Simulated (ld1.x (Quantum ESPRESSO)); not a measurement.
## sulfur: one change to a PAW potential, before and after

S, PAW, made with ld1.x (Quantum ESPRESSO) 7.5 (PBEsol, scalar-relativistic). Core [Ne], reference 3s2 3p4. Waves: 3s (bound): rcut 1.25, rcutus 1.65 bohr; 3s channel at -0.2 Ry: rcut 1.25, rcutus 1.65 bohr; 3p (bound): rcut 1.30, rcutus 1.80 bohr; 3p channel at 0.9 Ry: rcut 1.30, rcutus 1.80 bohr. Local part: all-electron potential smoothed inside 1.50 bohr (lloc = -1). Core correction: Bessel-smoothed model core inside 1.50 bohr. Augmentation charge: PSQ, inside the norm-conserving radii.

Change: waves 3p (bound): rcut 1.30, rcutus 2.48 bohr; 3p channel at 0.9 Ry: rcut 1.30, rcutus 2.48 bohr.

Cutoffs: the cutoffs (Ry, on a coarse ladder) from which the occupation-weighted sum of valence levels, in a spherical-Bessel basis at the reference potential, stays within 10 and 1 mRy of its value at 400 Ry; they do not see the model core or the augmentation charge, which bear on the density cutoff. Errors are all-electron minus pseudo energies relative to the spin-unpolarised reference configuration.

Problem. What does the change do?

Solution. The potential gets softer (18 Ry and 25 Ry → 12 Ry and 15 Ry); of the 7 tests that both files solve, the error grows in 0 and shrinks in 5 by more than 15 % and 0.3 meV (median size 1.5 → 0.3 meV); neither file shows a bound ghost. A larger radius leaves more room for a smooth pseudo-wave, so fewer plane waves are needed. That the errors move this way runs against the usual rule that smaller radii transfer better.

| quantity | base | changed |
| --- | --- | --- |
| cutoff, loose | 18 Ry | 12 Ry |
| cutoff, tight | 25 Ry | 15 Ry |
| loose cutoff by channel (10 mRy a level) | s 6 Ry, p 15 Ry | s 6 Ry, p 8 Ry |
| bound ghosts | none | none |
| error for 3s2 3p3, meV [ΔE 11.73 eV] | -1.5 | -0.8 |
| error for 3s2 3p2, meV [ΔE 33.97 eV] | -8.8 | -4.8 |
| error for 3s2 3p1, meV [ΔE 67.97 eV] | -34 | -26 |
| error for 3s2 3p4.3, meV [ΔE -1.70 eV] | +0.1 | +0.1 |
| error for 3s2 3p3.5, meV [ΔE 4.64 eV] | -0.4 | -0.3 |
| error for 3s1 3p4, meV [ΔE 22.58 eV] | -2.5 | -0.2 |
| error for 3s0 3p6, meV [ΔE 20.68 eV] | -1.4 | -0.1 |
| lowest overlap eigenvalue by channel | s 0.41, p 0.80 | s 0.41, p 0.15 |
